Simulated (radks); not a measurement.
Task: All-electron atom: K4+ in [Ne] 3s2 3p3. All-electron calculation, scalar-relativistic Kohn-Sham, LDA (Slater exchange, Perdew-Wang correlation), spin-polarised, spherical densities, finite nucleus; open shells are filled with parallel spins first; Fermi nuclear charge, rms radius 3.4349 fm. Program: a radial shooting solver on a logarithmic mesh with Libxc functionals. Some entries of the table are withheld. Estimate them.

orbital,occ.,eigenvalue (hartree),<r^2> (bohr^2)
1s up,1,-131.4828,0.008877
1s down,1,-131.4450,0.008874
2s up,1,-15.28336,0.1787
2s down,1,-15.24344,0.1780
2p up,3,-12.64614,0.1519
2p down,3,-12.59708,0.1513
3s up,1,-3.35148,1.555
3s down,1,-3.17828,1.586
3p up,3,-2.69223,1.761
3p down,0,-2.52590,1.821
3d up,0,-1.72051,2.211
3d down,0,-1.57475,2.391
4s up,0,-1.21251,(1)
4s down,0,-1.16782,(2)

Result: 
(1) 4s up <r^2> (bohr^2): 7.885
(2) 4s down <r^2> (bohr^2): 8.338
